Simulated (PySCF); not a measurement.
Removing an electron from `BCBS[SiH3]`

Compound: CH₈B₂SSi.
Cartesian coordinates in Å at the PBE0-D3(BJ)/def2-SVP level; atoms count from 1:
```
atom  x, y, z in Å
B1    -1.7206    0.9591    0.3495
C2    -1.0925   -0.4633    0.3885
B3    -0.5788   -0.6751   -1.0797
S4     1.1110   -0.4964   -1.6595
Si5    2.2366    0.0063    0.1221
H6    -2.7818    1.1436   -0.2009
H7    -1.1386    1.9090    0.8212
H8    -1.8980   -1.2085    0.5150
H9    -0.3116   -0.5797    1.1540
H10   -1.3496   -0.9453   -1.9695
H11    2.2257   -1.1283    1.0911
H12    3.6297    0.2582   -0.3413
H13    1.6855    1.2288    0.7735
```

Level: CAM-B3LYP/def2-SVPD (PySCF). Frontier orbitals with their largest atomic shares (Löwdin; up to four atoms above 4 %):

| orbital | ε (eV) | main atoms |
| --- | --- | --- |
| HOMO−3 | -10.90 | B1 17 %, S4 16 %, B3 15 %, Si5 12 % |
| HOMO−2 | -10.54 | B1 20 %, C2 14 %, S4 11 %, B3 11 % |
| HOMO−1 | -9.86 | S4 48 %, C2 13 %, B3 13 %, Si5 12 % |
| HOMO | -9.31 | ? |
| LUMO | -0.95 | B1 31 %, B3 20 %, C2 16 %, S4 12 % |
| LUMO+1 | 0.60 | B3 20 %, S4 18 %, B1 16 %, Si5 15 % |
| LUMO+2 | 0.85 | Si5 32 %, S4 17 %, H11 11 %, B3 11 % |

Q: What vertical ionisation energy does ΔSCF give, and how far is −ε(HOMO) from it?

A: ΔSCF: 10.07 eV (972 kJ/mol; threshold wavelength 123 nm); ⟨S²⟩ of the doublet left behind is 0.757, against 0.75 for a pure doublet. −ε(HOMO) is 9.31 eV, 0.76 eV below it. For the exact functional −ε(HOMO) would equal the first vertical ionisation energy; CAM-B3LYP (range-separated hybrid) falls short of its own ΔSCF value by 8 %.

Q: On which atoms does the HOMO lie?

A: S4 (sulfur bonded to B and Si) 63 %, B3 (three-coordinate boron) 12 %, Si5 (SiH3 silicon) 10 %, so more than half of it is on one atom. The HOMO−1 lies 0.55 eV lower.

Q: And the vertical electron affinity, the fundamental gap, Mulliken's electronegativity and the hardness (with the factor ½)?

A: EA = 0.32 eV by ΔSCF (−ε(LUMO) = 0.95 eV). IE − EA = 9.75 eV against an orbital gap of 8.36 eV; (IE + EA)/2 = 5.20 eV; (IE − EA)/2 = 4.88 eV. Parr's electrophilicity index (IE + EA)²/[8(IE − EA)] is 1.38 eV.

Q: Shift the occupied levels rigidly so that −ε(HOMO) equals the ΔSCF value. What binding energies result?

A: The shift is +0.76 eV: HOMO 10.07, HOMO−1 10.62, HOMO−2 11.30, HOMO−3 11.66 eV. A rigid shift is only a rough guide to the deeper ionisations.

Q: With α = 89.6 au, estimate the like-pair dispersion coefficient by London's formula C6 = (3/4)α²I.

A: I = 0.3700 Eh, so C6 ≈ 2230 au, a rough estimate.

Q: What kinetic energy would electrons from this vertical process carry with He I light (21.218 eV)?

A: 21.22 − 10.07 = 11.15 eV.

Q: How many of the 10 lowest singlet excitations (vertical TDDFT, same level) lie below the ionisation energy?

A: All 10; they run from 5.33 to 7.71 eV.

One conformer (not necessarily the lowest) at the PBE0-D3(BJ)/def2-SVP geometry, without solvent, vibrations or thermal averaging.
